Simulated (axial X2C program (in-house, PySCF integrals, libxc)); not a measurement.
# NiH: from Re and ωe to a spectrum

A bond curve at the PBE0 level, two-component, was computed with an axial X2C code built on PySCF integrals (basis Ni dyall-cv3z [9s9p6d3f2g], H dyall-v3z [6s2p1d] (cores contracted in-house)) for the state Ω = 5/2 (⟨Sz⟩ = 0.50, ⟨Lz⟩ = 2.00 at PBE0). Its fit gives Re = 1.4539 Å, ωe = 2000.5 cm⁻¹, ωexe = 34.8 cm⁻¹ and αe = 2.421e-01 cm⁻¹; the masses are 57.9353 and 1.0078 u. Two-component means X2C with spin–orbit coupling and atomic mean-field Coulomb and Gaunt terms.

**Question.** Find the reduced mass, Be and the force constant.

**Answer.** From the PBE0 values: μ = 0.9906 u. Be = 16.8576/(μ Re²) = 8.051 cm⁻¹. k = 5.8918×10⁻⁷ μ ωe² = 2.34 mdyn/Å.

**Question.** Scale the constants to the deuteride (D 2.0141 u) within the Born–Oppenheimer picture.

**Answer.** ρ = √(μH/μD) = 0.7134; ωe = 1427.1, ωexe = 17.7, Be = 4.097 cm⁻¹; the zero-point energy falls by 282 cm⁻¹.

**Question.** A Morse curve ties αe to the other constants (Pekeris). How well does that hold?

**Answer.** αe(Morse) = 6Be²/ωe × (√(ωexe/Be) − 1) = 2.098e-01 cm⁻¹; the PBE0 curve gives 2.421e-01 cm⁻¹, a ratio of 0.87.

**Question.** Estimate the centrifugal constant by the Kratzer relation.

**Answer.** D = 4Be³/ωe² = 5.22e-04 cm⁻¹.

**Question.** Where do the fundamental and the first overtone lie?

**Answer.** ν(1←0) = ωe − 2ωexe = 1930.9 cm⁻¹; ν(2←0) = 2ωe − 6ωexe = 3792.2 cm⁻¹.

The state is one determinant whose occupation by symmetry is held fixed; it was picked as the lowest of a PBE0 search that is not exhaustive. Density functionals use the spin component along the axis (collinear). Other states lie close and PBE0, whose exact exchange favours high spin, may order them wrongly; the determinant shown need not be the ground state. The nearest other 2c determinant of the search, Ω = 3/2, lies 0.14 eV up at the distance of the search. The functionals have no current-density term, which raises determinants with orbital currents, atoms included.
